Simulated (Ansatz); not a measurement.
Start from `[CH3][Ge]([F])([F])[C]#N` and change one atom or group to get `[CH3][Ge]([F])([F])[Br]`.

Ansatz, PBE0-D4/def2-TZVP geometries, multiplicity 1. 

Scalar relativity is left out up to krypton.

```
                                                                                  property  `[CH3][Ge]([F])([F])[C]#N`
                                          size of the dipole moment (B3LYP/def2-TZVPP) / D                        4.25
                                            zero-point energy (PBE0-D4/def2-TZVP) / kJ/mol                       130.8
ideal-gas entropy at 298 K and 1 bar (rigid rotor, harmonic PBE0-D4/def2-TZVP) / J/(mol·K)                         373
                                                         HOMO energy (PBE/def2-TZVPP) / eV                       -8.72
                                            size of the dipole moment (PBE/def2-TZVPP) / D                        4.13
                                                         LUMO energy (PBE/def2-TZVPP) / eV                       -2.05
```

**Question.** Give the same properties after the change, and the shifts. (Best estimate.)

**Answer.** The calculation gave: 
| property | `[CH3][Ge]([F])([F])[Br]` | shift |
| --- | --- | --- |
| size of the dipole moment (B3LYP/def2-TZVPP) / D | 3.19 | -1.06 |
| zero-point energy (PBE0-D4/def2-TZVP) / kJ/mol | 111.8 | -19.0 |
| ideal-gas entropy at 298 K and 1 bar (rigid rotor, harmonic PBE0-D4/def2-TZVP) / J/(mol·K) | 369 | -4 |
| HOMO energy (PBE/def2-TZVPP) / eV | -7.65 | 1.07 |
| size of the dipole moment (PBE/def2-TZVPP) / D | 3.07 | -1.06 |
| LUMO energy (PBE/def2-TZVPP) / eV | -1.76 | 0.29 |

With PBE0 the HOMO rises by 1.35 eV and the LUMO rises by 0.32 eV, so the gap narrows by about 1.03 eV. PBE moves the HOMO by 1.07 eV and ωB97M-V by 1.42 eV. The zero-point energy changes by -19.0 kJ/mol with -3 modes. Dipoles are sizes alone; their direction can turn.

B3LYP here is the variant with VWN-RPA as its local correlation; programs differ in this.

Spin–orbit coupling is left out; it splits and shifts lone-pair levels of the heavy atoms by tenths of an eV.
